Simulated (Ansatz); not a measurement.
`F[CH]([SiH3])[SnH3]` + H₂O → `OC(F)[SiH3]` + `[SnH4]`  (formal hydrolysis of a C–Sn bond)

Gas-phase electronic energies from Ansatz, PBE0-D4/def2-TZVP geometries. CCSD(T)/CBS is the MP2 limit (def2-TZVPP, def2-QZVPP) plus CCSD(T) − MP2 in def2-TZVPP, frozen cores. This one scheme is used for every species. DFT in def2-TZVPP. HSE06 is defined as in plane-wave codes. Elements past krypton have def2 core potentials. For Sn outer-core shells are correlated without core-valence functions, which leaves a few kJ/mol of doubt a bond. One conformer a species, not always the lowest.

CCSD(T)/CBS gives +36.3 kJ/mol.

Q: Another level gave +22.5 kJ/mol. Which?
A. MP2/def2-TZVPP
B. CCSD/def2-TZVPP
C. BHLYP/def2-TZVPP
D. HSE06/def2-TZVPP

A: B. CCSD/def2-TZVPP 22.5, HSE06 16.6, MP2/def2-TZVPP 33.7, BHLYP 9.1 kJ/mol.

Largest T1 diagnostic among the species: 0.013.

At CCSD(T), def2-SVP lies −40.5 kJ/mol from the extrapolated value and def2-TZVPP −11.2 kJ/mol. In def2-TZVPP, CCSD(T) changes the Hartree–Fock value by +25.0 kJ/mol (the triples alone add +2.6 kJ/mol) and MP2 by +33.7 kJ/mol.
